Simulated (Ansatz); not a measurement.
(ZnSe)4 cube (Zn4Se4), relaxed as a singlet with RKS PBE-D4/def2-SVP in Ansatz, starting from the GFN2-xTB geometry. Force threshold 0.03 eV/Å.

Start:

```xyz
8

Zn   -0.423    0.721   -1.541
Se    0.740    2.380   -0.034
Zn    1.738    0.075    0.225
Se    1.130   -1.247   -1.838
Zn   -0.521   -1.676    0.022
Se   -2.469   -0.107   -0.317
Zn   -0.795    0.879    1.294
Se    0.599   -1.025    2.189
```

(1) Estimate the energy that the relaxation releases and the steps that it takes.

(2) Does the start keep its bonding and symmetry?

(3) Predict the relaxed structure.

## Answers

(1) 12.1 kJ/mol, in 4 steps; 28 s on 4 threads of Arm Neoverse V1 on a shared host. No frequencies were taken in this run, so the end may be a saddle point.

(2) By distances, no bond broke or formed. The bond that changes most is Zn1–Se2, from 2.53 to 2.48 Å (atoms count from 1). Point group Td at the start, Td at the end, both within 0.05 Å.

(3) 
```xyz
8

Zn   -0.405    0.692   -1.479
Se    0.733    2.357   -0.034
Zn    1.667    0.072    0.215
Se    1.118   -1.235   -1.821
Zn   -0.499   -1.606    0.023
Se   -2.445   -0.106   -0.315
Zn   -0.762    0.842    1.241
Se    0.594   -1.015    2.169
```
Bond lengths (bridged metal pairs left out): 12 × Se–Zn 2.48 Å.
